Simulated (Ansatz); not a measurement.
W2S4⁻. The state is a doublet with charge -1. Geometry PBE-D4/def2-SVPD; atoms count from 1.

| atom | x (Å) | y (Å) | z (Å) |
| --- | --- | --- | --- |
| W1 | -0.707 | 0.922 | 0.357 |
| W2 | 1.008 | -0.381 | -0.566 |
| S3 | -2.205 | -0.146 | 1.562 |
| S4 | -0.614 | 0.606 | -1.998 |
| S5 | 0.936 | -2.536 | -0.135 |
| S6 | 1.583 | 1.535 | 0.781 |

In the def2 sets W takes a core potential; there is no spin–orbit coupling. The charge -1 doublet is spin-contaminated (final ⟨S²⟩ up to 0.90, 0.75 for a pure state). The structure comes from a short search, and lower isomers may exist.

**Question.** Estimate the Mulliken populations from the PBE0/def2-TZVPD orbitals of Ansatz.

**Answer.** 
```
atom  charge (e)  spin (α − β)  d electrons
  W1        0.85         -0.06         4.19
  W2        0.86          0.81         4.21
  S3       -0.64          0.01            –
  S4       -0.67          0.17            –
  S5       -0.64          0.01            –
  S6       -0.76          0.05            –
```
Mulliken values and Mayer orders depend strongly on the basis. With diffuse functions, as here, like atoms can get unlike values, and bond orders can come out too low or too high.

**Question.** Where does the spin sit?

**Answer.** Summed by element: W 0.76, S 0.24, of 1 unpaired in all. Largest on single atoms: W2 0.81, S4 0.17, W1 -0.06.

**Question.** And the Mayer bond orders between bonded heavy atoms (over 0.3)?

**Answer.** W1–W2 1.94 (2.34 Å); W1–S3 1.86 (2.20 Å); W1–S4 0.94 (2.38 Å); W1–S6 0.87 (2.41 Å); W2–S4 0.92 (2.38 Å); W2–S5 1.85 (2.20 Å); W2–S6 0.83 (2.41 Å).
